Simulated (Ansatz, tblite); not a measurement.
Spin states of Ge2Sb (the lowest doublet isomer of a short search), each relaxed with PBE0-D4/def2-TZVP in Ansatz. Electronic energies in the gas phase.

In the def2 sets Sb takes a core potential; there is no spin–orbit coupling. The xTB rows come from tblite. HSE06 is defined as in plane-wave codes, on full-range PBE exchange. Correlated methods freeze 22 core orbitals; core or outer-core shells of Sb, Ge are correlated, in sets that lack core-valence functions. The rows differ in basis, and correlated rows in double-zeta sets carry the largest basis error. In CCSD on the charge 0 quartet the largest single amplitude is 0.26, so its Hartree–Fock determinant may place the open shell otherwise than the density functionals do. The structure comes from a short search, and lower isomers may exist.

Doublet geometry (C2v within 0.1 Å):

Cartesian coordinates in Å:
```
Sb 1.219 -0.801 -0.111
Ge -1.026 -0.084 -1.066
Ge -0.193 0.884 1.176
```

Quartet geometry (C2v within 0.1 Å):

```xyz
3

Sb   -1.263   -0.885    0.617
Ge    1.335   -0.448   -0.137
Ge   -0.072    1.332   -0.480
```

⟨S²⟩: doublet 0.76 at PBE0-D4/def2-TZVP (pure 0.75), quartet 3.76 at PBE0-D4/def2-TZVP (pure 3.75).

Run but left out: HF/STO-3G, MP2/def2-SVP, MP2/def2-TZVP (doublet: ⟨S²⟩ 0.96 to 1.11, where a pure state has 0.75); HF/def2-SVP, HF/def2-TZVP (quartet: ⟨S²⟩ 4.16 to 4.17, where a pure state has 3.75).

Only these spin states were relaxed.

```json
{"level": "GFN2-xTB", "quartet − doublet (kcal/mol)": "30.0", "lowest of these": "doublet", "remarks": "–"}
{"level": "r2SCAN-D4/def2-TZVP", "quartet − doublet (kcal/mol)": "26.9", "lowest of these": "doublet", "remarks": "–"}
{"level": "B97M-V/def2-TZVP", "quartet − doublet (kcal/mol)": "28.9", "lowest of these": "doublet", "remarks": "–"}
{"level": "PBE0-D4/def2-TZVP", "quartet − doublet (kcal/mol)": "28.3", "lowest of these": "doublet", "remarks": "–"}
{"level": "r2SCAN0-D4/def2-TZVP", "quartet − doublet (kcal/mol)": "26.6", "lowest of these": "doublet", "remarks": "–"}
{"level": "HSE06-D4/def2-TZVP", "quartet − doublet (kcal/mol)": "28.2", "lowest of these": "doublet", "remarks": "–"}
{"level": "BHLYP-D4/def2-TZVP", "quartet − doublet (kcal/mol)": "29.3", "lowest of these": "doublet", "remarks": "–"}
{"level": "CCSD/def2-SVP", "quartet − doublet (kcal/mol)": "27.3", "lowest of these": "doublet", "remarks": "spin-contaminated (⟨S²⟩ 0.96) (doublet), spin-contaminated (⟨S²⟩ 4.17) (quartet)"}
```

Change of the quartet − doublet gap on mixing in exact exchange, in kcal/mol: r2SCAN to r2SCAN0 (25 % exact exchange) -0.3.

The xTB methods have no spin-polarisation term.
